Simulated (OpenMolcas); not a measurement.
Computed levels of 5d² in ions with 70 electrons, in cm-1 above ³F₂.

| Property | Result |
| --- | --- |
| Program | OpenMolcas 26.06 |
| Method | CASSCF |
| Basis | ANO-R3 |
| Scalar Hamiltonian | X2C, finite nucleus |
| Spin-orbit coupling | state interaction with AMFI integrals over the reference wave functions, term energies averaged over their components |

Active space for each ion: 2 electrons in 5 orbitals (5d).

| Level | W4+ | Os6+ | Ir7+ |
| --- | --- | --- | --- |
| ³F₃ | 6097 | 9773 | 11979 |
| ³F₄ | 11613 | 17804 | 21320 |
| ³P₀ | 14930 | 18213 | 19764 |
| ³P₁ | 18273 | 24001 | 27114 |
| ¹G₄ | 24832 | 33245 | 37955 |
| ³P₂ | 25089 | 34919 | 40452 |
| ¹S₀ | 50359 | 64057 | 71173 |

Problem. Estimate ³F₄, ³P₀, ³P₁ for Re5+ from its neighbours W4+ and Os6+.

Solution. ³F₄ is fine structure, which grows about as the fourth power of a screened charge, so the fourth roots are averaged: ((11613^0.25 + 17804^0.25) / 2)^4 = 14461. The calculation gives 14551, so the estimate is off by -0.6 %.
³P₀ is another term, which grows about linearly with the charge: (14930 + 18213) / 2 = 16572. The calculation gives 16610, so the estimate is off by -0.2 %.
³P₁ is another term, which grows about linearly with the charge: (18273 + 24001) / 2 = 21137. The calculation gives 21059, so the estimate is off by +0.4 %.

Mixed levels, with the weight of the term that names them: W4+ ³P₂ (60 %), Re5+ ³P₂ (58 %), Os6+ ³P₂ (56 %), Ir7+ ³P₂ (55 %).

Without dynamic correlation excited terms often stand tens of per cent too high (terms of higher spin than the ground term too low), and those without a measured partner can miss by more than the paired ones. Only configurations of the active space appear.
